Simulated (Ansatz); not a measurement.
Reaction (hydrogenolysis of a B–Si bond): `[SiH3][BH][GeH2][Cl]` + H₂ → `[BH2][GeH2][Cl]` + SiH₄

Computed with Ansatz on PBE0-D4/def2-TZVP structures; ΔE is electronic, products minus reactants. CBS: MP2 limit from def2 TZ/QZ plus the TZ coupled-cluster correction, frozen cores. This one scheme is used for every species. DFT in def2-TZVPP. B3LYP here is the variant with VWN-RPA as its local correlation; programs differ in this. For Ge outer-core shells are correlated without core-valence functions, which leaves a few kJ/mol of doubt a bond. Scalar relativity is left out up to krypton. Each species was taken in one conformer, which may not be the lowest.

Is it downhill or uphill in electronic energy at CCSD(T)/CBS, and by how much? (Estimate.)

Ansatz gave: Downhill: ΔE = -0.30 eV.

What do these levels give: B3LYP-D4, PBE, revPBE, MP2/def2-SVP, CCSD/def2-TZVPP, CCSD/CBS(def2)? (Best estimate.)

The calculation gave: B3LYP-D4 -0.32, PBE -0.22, revPBE -0.25, MP2/def2-SVP -0.40, CCSD/def2-TZVPP -0.39, CCSD/CBS(def2) -0.35 eV.

Largest T1 diagnostic among the species: 0.012.

From PBE to PBE0 (25 % exact exchange), in def2-TZVPP and without D4, ΔE moves by −0.07 eV. In def2-TZVPP, CCSD(T) changes the Hartree–Fock value by +0.31 eV (the triples alone add +0.05 eV) and MP2 by +0.31 eV. Leaving LDA and LC-ωPBE aside and taking each functional with its dispersion term where it has one, the values, not all of them listed here, spread over 0.25 eV, from BHLYP-D4 to revPBE-D4. LDA lies +0.05 eV from PBE without D4.
